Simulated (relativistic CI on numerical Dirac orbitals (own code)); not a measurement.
## Hyperfine structure of Nb IX, mass number 93

Calculated at this level of theory: Dirac-Coulomb-Breit CI, separate exchange-only KLI orbitals for each configuration, model QED (radiative potential, 1s self-energy scaled to tabulated hydrogen-like ionisation energies), unscaled Slater integrals (own radial code, finite nucleus).

Configuration list (outside the closed core [Ar] 3d10): 4s²4p³, 4s4p⁴, 4p⁵, 4s²4p²4d, 4s4p³4d, 4s²4p²4f, 4s4p³4f, 4s²4p²5s, 4p⁴4d, 4s²4p²5p, 4s4p²4d², 4s²4p4d5p, 4s²4p4d², 4s²4d³, 4s4p4d³, 4s²4d²4f, 4s4p4d²4f, 4s²4d²5s, 4p³4d², 4p²4d³, 4p²4d²4f, 4p²4d²5s. Double excitations out of closed p, d and f shells are left out; levels of such configurations are missing from the list, as are those of other unlisted configurations, and high levels can miss mixing partners. These lack a partner that the ground configuration has and come out too high: 4s²4p²5p.

Nuclear spin I = 9/2, μ = 6.163 μN, Q = -0.32 b (tables of Stone and Pyykkö). The electronic factors are computed for point nuclear moments, without core polarisation or the Bohr-Weisskopf and QED corrections.

| Level | E (cm⁻¹) | A (MHz) | B (MHz) |
| --- | --- | --- | --- |
| 4s²4p³ ²D°3/2 | 26831.4 | 3649 | -1820 |
| 4s²4p³ ²D°5/2 | 33787.8 | 8668 | 21.2 |
| 4s²4p³ ²P°1/2 | 53936.4 | 25180 |  |
| 4s²4p³ ²P°3/2 | 65092.9 | 4755 | 1990 |
| 4s4p⁴ ⁴P5/2 | 203860.2 | 21160 | -1710 |
| 4s4p⁴ ⁴P3/2 | 215927.6 | 18170 | 1450 |
| 4s4p⁴ ⁴P1/2 | 220243.4 | 46130 |  |
| 4s4p⁴ ²D3/2 | 254412.1 | -6260 | 2490 |

Levels with J = 0, under 50 % of one LS term, or S terms without an open s electron are left out. Small factors come from cancelling terms and can be off by tens of per cent or more.

At this charge configurations can still be misplaced by up to about 7 % of their energy.

Q: Give the hyperfine levels of 4s²4p³ ²D°5/2 relative to its centre of gravity.

A: With K = F(F + 1) − I(I + 1) − J(J + 1), E = AK/2 + B[¾K(K + 1) − I(I + 1)J(J + 1)]/[2I(2I − 1)J(2J − 1)]: F = 2: -119200, F = 3: -93170, F = 4: -58510, F = 5: -15170, F = 6: 36830, F = 7: 97520 MHz.

LS names give the leading component of a level, which can be under half, so a name can repeat, a term be missing and a line seem to break the LS rules.
